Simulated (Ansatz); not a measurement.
One geometry of C₆H₃F₂O₃S, that is 2,4-difluorobenzenesulfonate with one electron fewer, several levels of theory.

```yaml
crystal:
  periodic: [false, false, false]
  atoms:
    - {symbol: O, position_ang: [2.843345, 0.450679, 1.336178]}
    - {symbol: S, position_ang: [2.479365, -0.213870, 0.062853]}
    - {symbol: O, position_ang: [2.691816, -1.684785, 0.044062]}
    - {symbol: O, position_ang: [2.911535, 0.492341, -1.165911]}
    - {symbol: C, position_ang: [0.653673, -0.059847, 0.016067]}
    - {symbol: C, position_ang: [-0.150622, -1.200948, -0.021909]}
    - {symbol: C, position_ang: [-1.548527, -1.117521, -0.058324]}
    - {symbol: C, position_ang: [-2.131744, 0.145252, -0.054497]}
    - {symbol: F, position_ang: [-3.478679, 0.255160, -0.088229]}
    - {symbol: C, position_ang: [-1.370482, 1.312114, -0.016595]}
    - {symbol: C, position_ang: [0.019215, 1.185523, 0.017569]}
    - {symbol: F, position_ang: [0.739762, 2.309535, 0.054572]}
    - {symbol: H, position_ang: [0.370286, -2.163571, -0.023216]}
    - {symbol: H, position_ang: [-2.184576, -2.006270, -0.088378]}
    - {symbol: H, position_ang: [-1.844366, 2.296199, -0.014270]}
basis:
  gaussian: {orbitals: def2-SVP, initial_orbitals: start.molden}
magnetization: {spin_polarized: true, initial_magnetization: 1}
hamiltonian: {xc: pbe, dispersion: d4}
scf: {omitted_lower_state_checks: [starts]}
output: {orbitals: {seedname: orbitals}}
```

The file start.molden holds the orbitals of an earlier run on this structure, at another level or in another basis.

```sh
$ ansatz run in.yaml --threads 4 --pin off --events-out ev --progress --plain --max-ram 6963MiB
```

Output, abridged:

```
Functional definition: PBE
2052 factors; their error is unknown
mean field evaluation 1: about -28636.5204 eV, gradient 7.0e0 eV
mean field evaluation 2: about -28636.7531 eV, gradient 3.5e-1 eV
mean field evaluation 4: about -28636.5194 eV, gradient 4.4e0 eV
mean field evaluation 8: about -28636.6726 eV, gradient 1.4e-2 eV
mean field -28636.67259542 eV, -1052.3783072478 hartree, gradient 1.8e-5 eV, S^2 0.753362; 0 other end points of the search recorded, 0 dependent functions left out
reference -28636.67262435 eV, -1052.3783083111 hartree; 49, 48 occupied and 138, 139 virtual orbitals, 2052 factors
Total energy: -28637.21505787 eV, -1052.3982423753 hartree
Checks for a lower state left out: starts
```

It took 4.5 s on 4 threads of Intel Xeon Platinum 8488C on a shared host.

The first input with `hamiltonian: {xc: {name: revPBE}, dispersion: d4}` (abridged; 4.9 s):

```
Functional definition: revPBE
mean field evaluation 16: about -28652.8105 eV, gradient 4.9e-5 eV
mean field -28652.81046114 eV, -1052.9713628746 hartree, gradient 6.7e-6 eV, S^2 0.753636
Total energy: -28654.49768300 eV, -1053.0333671343 hartree
Checks for a lower state left out: starts
```

The first input with `gaussian: {orbitals: def2-SVP}`, `hamiltonian: {xc: pbe0, dispersion: d4}` (abridged; 12 s):

```
Functional definition: PBE0
mean field evaluation 16: about -28636.8437 eV, gradient 4.6e-2 eV
mean field evaluation 32: about -28636.8437 eV, gradient 3.4e-4 eV
mean field -28636.84369653 eV, -1052.3845950976 hartree, gradient 9.5e-6 eV, S^2 0.765990
Total energy: -28637.30531807 eV, -1052.4015593764 hartree
Checks for a lower state left out: starts
```

Geometry: r2SCAN-D4/def2-SVP, that of the charge -1 singlet.

At PBE-D4/def2-SVP, revPBE-D4/def2-SVP the gap within one spin of the charge 0 doublet nearly closes, so an electron or hole may be smeared out by delocalisation error.
